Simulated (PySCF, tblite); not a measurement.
Isomers of C4H10FN3Si2, one GFN2-xTB conformer each. Single-point energies are computed at PBE0/pcSseg-1 (PySCF, gas phase, no added dispersion term), electronic only.

```csv
SMILES,GFN2-xTB relative energy (kcal/mol)
C[SiH2]N[SiH2]n1cncc1F,0.0
CN[SiH2][SiH2]n1cncc1F,24.4
```

Conformers: `[CH3:1][SiH2:2][NH:3][SiH2:4][n:5]1[cH:6][n:7][cH:8][c:9]1[F:10]` with C1–Si2–N3–Si4 -175°, Si2–N3–Si4–N5 8°, N3–Si4–N5–C6 97°; `[CH3:1][NH:2][SiH2:3][SiH2:4][n:5]1[cH:6][n:7][cH:8][c:9]1[F:10]` with C1–N2–Si3–Si4 58°, N2–Si3–Si4–N5 175°, Si3–Si4–N5–C6 -114°.

Question: What does PBE0/pcSseg-1 give for the same structures?

Answer: 
| SMILES | PBE0/pcSseg-1 E (Eh) | PBE0/pcSseg-1 (kcal/mol) | GFN2-xTB (kcal/mol) | point group |
| --- | --- | --- | --- | --- |
| C[SiH2]N[SiH2]n1cncc1F | -1000.80842 | 0.0 | 0.0 | C1 |
| CN[SiH2][SiH2]n1cncc1F | -1000.75596 | 32.9 | 24.4 | C1 |

Both levels put the same isomer lowest. As drawn, the lower has an Si–C bond, which the higher lacks; the higher has an Si–Si bond, which the lower lacks.

Question: Which frontier levels, dipoles and rotational constants go with these structures?

Answer: 
```tsv
SMILES	HOMO (eV, PBE0/pcSseg-1)	LUMO (eV)	dipole (D)	A, B, C (MHz)
C[SiH2]N[SiH2]n1cncc1F	-6.64	0.08	4.32	1546, 628.9, 590.0
CN[SiH2][SiH2]n1cncc1F	-6.58	-0.96	4.99	2328, 486.6, 456.2
```

Question: What happens when harmonic zero-point energies from GFN2-xTB frequencies are added?

Answer: 
| SMILES | ZPE (kcal/mol) | electronic (kcal/mol) | with ZPE (kcal/mol) |
| --- | --- | --- | --- |
| C[SiH2]N[SiH2]n1cncc1F | 86.1 | 0.0 | 0.0 |
| CN[SiH2][SiH2]n1cncc1F | 86.5 | 32.9 | 33.3 |

The zero-point energies span 0.4 kcal/mol. The order is unchanged.
